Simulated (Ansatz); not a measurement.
Breaking the Mg1–H2 bond in FHMg (SMILES [F][MgH]) (multiplicity 1 held, fragments rigid). Energies count from the point at 1.682 Å.
Geometry at that point (charge 0, multiplicity 1):
```xyz
3

Mg     0.000     0.000    -0.644
H      0.000     0.000    -2.326
F      0.000     0.000     1.117
```

Signs of static correlation in def2-TZVPPD, with CASSCF(2,2), from Ansatz (a quantum-chemistry and plane-wave program) runs.

```csv
R (Å),T1 of restricted CCSD,⟨S²⟩ of UHF,largest double amplitude of restricted CCSD,weight of the CASSCF reference in MRCISD,CASSCF natural occupations
1.345,0.014,0.000,0.031,0.944,1.97 0.03
1.513,0.014,0.000,0.029,0.944,1.97 0.03
1.682,0.014,0.000,0.033,0.944,1.97 0.03
1.850,0.015,0.000,0.042,0.944,1.96 0.04
2.018,0.015,0.000,0.055,0.944,1.94 0.06
2.270,0.017,0.000,0.086,0.945,1.91 0.09
2.522,0.020,0.382,0.131,0.946,1.87 0.13
2.943,0.031,0.758,___,0.947,1.75 0.25
3.363,0.051,0.906,___,0.948,1.58 0.42
3.868,0.079,0.970,0.598,0.949,1.37 0.63
4.540,0.107,0.994,0.843,0.950,1.17 0.83
5.381,0.119,0.999,1.006,0.950,1.06 0.94
```

Question: Fill in the missing entries.

Answer: 
- 2.943, largest double amplitude of restricted CCSD: 0.238
- 3.363, largest double amplitude of restricted CCSD: 0.386

Doubts at one or more of the structures used: a restricted determinant that unrestricted orbitals would lower (R-CCSD(T)/def2-TZVPPD); T1 above 0.05 (R-CCSD(T)/def2-TZVPPD, U-CCSD(T)/def2-TZVPPD); other coupled-cluster roots lie near (R-CCSD(T)/def2-TZVPPD); a spin-contaminated determinant (U-CCSD(T)/def2-TZVPPD).
